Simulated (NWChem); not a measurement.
CH2O3Si; SMILES [SiH2]1OC(=O)O1

```xyz
7

O      0.0000     0.0000     2.1126
C      0.0000     0.0000     0.9211
O      0.0000     1.1006     0.0651
Si     0.0000     0.0000    -1.2670
O      0.0000    -1.1006     0.0651
H     -1.2519     0.0000    -2.0766
H      1.2519     0.0000    -2.0766
```
Atoms are numbered in this order, from 1.

All runs: NWChem. Coordinates come from a PBE-D3(BJ)/def2-SVP optimisation. B3LYP is NWChem's, with the RPA form of VWN correlation. Atomic charges in e: unrestrained fits to the electrostatic potential beside Mulliken populations; buried atoms are poorly determined by the fit.

**Question.** Estimate the computed values for B3LYP/def2-SVP. Quantities: ESP O1; Mulliken O1; ESP C2; Mulliken C2; ESP O3; Mulliken O3; ESP Si4; Mulliken Si4; ESP O5; Mulliken O5; relative RMS misfit of the potential (%).

**Answer.** 
```
Property                                  Value
----------------------------------------  -----
ESP O1                                    -0.49
Mulliken O1                               -0.15
ESP C2                                     0.88
Mulliken C2                                0.37
ESP O3                                    -0.56
Mulliken O3                               -0.41
ESP Si4                                    0.98
Mulliken Si4                               0.74
ESP O5                                    -0.56
Mulliken O5                               -0.41
relative RMS misfit of the potential (%)     15
```
